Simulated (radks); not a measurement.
The mean radii <r> (bohr) of the occupied orbitals of an atom or ion are listed with their occupations. Calculated with a radial shooting solver on a logarithmic mesh with Libxc functionals: Dirac Kohn-Sham, PBE, spin-unpolarised, spherical densities, point nucleus.

orbital  occ.      <r>
1s1/2       2  0.01834
2s1/2       2  0.07693
2p1/2       2  0.06365
2p3/2       4  0.07161
3s1/2       2   0.2005
3p1/2       2   0.1906
3p3/2       4   0.2053
3d3/2       4   0.1797
3d5/2       6   0.1842
4s1/2       2   0.4494
4p1/2       2   0.4546
4p3/2       4   0.4878
4d3/2       4   0.5048
4d5/2       6   0.5162
5s1/2       2    1.068
5p1/2       2    1.177
5p3/2       4    1.282
4f5/2       6   0.6029
4f7/2       8   0.6126
6s1/2       2    3.177
5d3/2     1.6    2.018
5d5/2     2.4    2.118

Name the element and its charge. Open shells, if any, are shared by 2j + 1.

Answer. Z = 74, tungsten, charge 0: W in [Xe] 4f14 5d4 6s2. The 1s radius gives Z: for a bare nucleus <r> = (2 gamma + 1)/(2Z) with gamma = sqrt(1 - (Z/c)^2), 0.01813 bohr for Z = 74, and screening makes it slightly larger (0.01834 here). The occupations add up to 74, and the charge is Z minus that.
